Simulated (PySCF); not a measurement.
# Potential energy of LaBr along the bond

Set-up: PySCF, scalar-relativistic core potentials, basis sets La def2-TZVPP with ECP46, Br def2-TZVPP. Energies in eV from La (5d1 6s2) + Br in their ground configurations at the same level. State: singlet, about 0.1 electrons in the 4f shell (Mulliken).

| R (Å) | M06 |
| --- | --- |
| 2.337 | -3.573 |
| 2.445 | -4.147 |
| 2.554 | -4.438 |
| 2.635 | -4.523 |
| 2.717 | -4.526 |
| 2.799 | -4.469 |
| 2.907 | -4.324 |
| 3.043 | -4.076 |
| 3.206 | -3.724 |
| 3.423 | -3.233 |

Task: Put a parabola through the three lowest points of the M06 curve and estimate Re, k and ωe (reduced mass 50.33 u; 1 eV/Å² = 0.16022 mdyn/Å; ωe = 1302.8·√(k/μ) cm⁻¹).

Result: Through R = 2.635, 2.717, 2.799 Å the second-order coefficient is 4.46 eV/Å², so Re ≈ 2.680 Å, k ≈ 1.43 mdyn/Å and ωe ≈ 220 cm⁻¹. A polynomial fit of higher order to the unrounded M06 energies gives Re = 2.679 Å, k = 1.68 mdyn/Å, ωe = 238 cm⁻¹; anharmonicity and rounding make the difference.

The higher-order fit for each curve: M06: Re = 2.679 Å, ωe = 238 cm⁻¹, De = 4.53 eV.

Spin–orbit coupling is left out, which matters for elements this heavy, above all for dissociation energies.
